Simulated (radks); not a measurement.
Problem. Excited configurations of the tantalum ion Ta3+: one electron is placed in a higher orbital outside [Xe] 4f14 5d1. The ground configuration is [Xe] 4f14 5d2. Method: scalar-relativistic Kohn-Sham, r2SCAN, spin-polarised, spherical densities, finite nucleus; open shells are filled with parallel spins first (spin-orbit coupling, left out, can overturn this in heavy ions); meta-GGA in the generalised Kohn-Sham scheme; Fermi nuclear charge, rms radius 5.3507 fm; computed with a radial shooting solver on a logarithmic mesh with Libxc functionals. Excitation = E - E(ground); binding = E(ion) - E, where the ion is the core of charge +4; n* = 4/sqrt(2 binding) in atomic units, and the quantum defect is n - n*.

| outer orbital | excitation (eV) | binding (eV) | n* | quantum defect | eigenvalue (eV) | <r> (bohr) |
|---|---|---|---|---|---|---|
| 5f | 21.264 | 14.230 | 3.911 | 1.089 | -11.908 | 4.124 |
| 6d | 18.990 | 16.504 | 3.632 | 2.368 | -14.409 | 4.366 |
| 7p | 21.589 | 13.905 | 3.957 | 3.043 | -12.481 | 5.804 |
| 7f | 29.015 | 6.479 | 5.796 | 1.204 | -5.718 | 11.25 |

Estimate the row for 7s.

Solution. excitation (eV) 18.664; binding (eV) 16.831; n* 3.596; quantum defect 3.404; eigenvalue (eV) -15.150; <r> (bohr) 4.993. The Delta-SCF ionisation energy is 35.495 eV (NIST Atomic Spectra Database: 35 eV, theoretical). Self-interaction in the functional shifts the binding energies and quantum defects, so they are the method's values and not measured ones. Open shells are spherical and high-spin; term and fine-structure splittings are not resolved. Spin-orbit splitting is averaged out at the scalar-relativistic level.
